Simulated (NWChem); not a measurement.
System: C2H4F2Si; SMILES F/C=C(/F)[SiH3]

Program: NWChem. Coordinates come from a PBE0/def2-SVP optimisation.

### Question
What does the run give for PBE/def2-SVP? Quantities: highest occupied level (eV); orbital gap (eV); dipole (D).

### Answer
| Quantity | Value |
|---|---|
| highest occupied level (eV) | -6.01 |
| orbital gap (eV) | 4.87 |
| dipole (D) | 0.23 |
